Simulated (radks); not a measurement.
As3+, configuration [Ar] 3d10 4s2.

Calculated with a radial shooting solver on a logarithmic mesh with Libxc functionals: scalar-relativistic Kohn-Sham, RPBE, spin-polarised, spherical densities, point nucleus.

Energy parts (hartree):
| part | energy |
|---|---|
| total | -2259.03081 |
| kinetic | 2302.65285 |
| electron-nucleus | -5407.18394 |
| Hartree | 928.46241 |
| exchange-correlation | -82.96212 |

Orbitals (lengths in bohr, moments of r in powers of bohr; r(max) is where P^2 peaks):
[
 {"orbital": "1s", "occ.": "2", "eigenvalue (hartree)": "-432.0155", "<1/r>": "33.47", "r(max)": "0.02973"},
 {"orbital": "2s", "occ.": "2", "eigenvalue (hartree)": "-55.91559", "<1/r>": "7.370", "r(max)": "0.1700"},
 {"orbital": "2p", "occ.": "6", "eigenvalue (hartree)": "-49.17682", "<1/r>": "7.221", "r(max)": "0.1363"},
 {"orbital": "3s", "occ.": "2", "eigenvalue (hartree)": "-8.26125", "<1/r>": "2.385", "r(max)": "0.5216"},
 {"orbital": "3p", "occ.": "6", "eigenvalue (hartree)": "-6.17642", "<1/r>": "2.233", "r(max)": "0.5210"},
 {"orbital": "3d", "occ.": "10", "eigenvalue (hartree)": "-2.75018", "<1/r>": "1.917", "r(max)": "0.4769"},
 {"orbital": "4s", "occ.": "2", "eigenvalue (hartree)": "-1.62541", "<1/r>": "0.7552", "r(max)": "1.534"},
 {"orbital": "4p", "occ.": "0", "eigenvalue (hartree)": "-1.20219", "<1/r>": "0.6424", "r(max)": "1.752"},
 {"orbital": "4d", "occ.": "0", "eigenvalue (hartree)": "-0.66057", "<1/r>": "0.4419", "r(max)": "2.554"}
]

The highest occupied level is 4s at -44.230 eV. The density falls to 0.001 e/bohr^3 at r = 3.16 bohr.
